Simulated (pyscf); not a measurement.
Structures and frequencies: ωB97X-D3(BJ)/def2-SVP in PySCF.

**Question.** What is the homolytic dissociation enthalpy (298 K, ωB97M-D3(BJ)/def2-TZVP) of the C–Si bond of F–CH₂–Si(F)(F)–F, to •H₂C–F + F–Si•(F)–F?

**Answer.** C–Si to •H₂C–F + F–Si•(F)–F: 92.2 kcal/mol. The 7 functionals that were run give +83.5 (r²SCAN) to +92.6 kcal/mol (ωB97X-D3(BJ)).
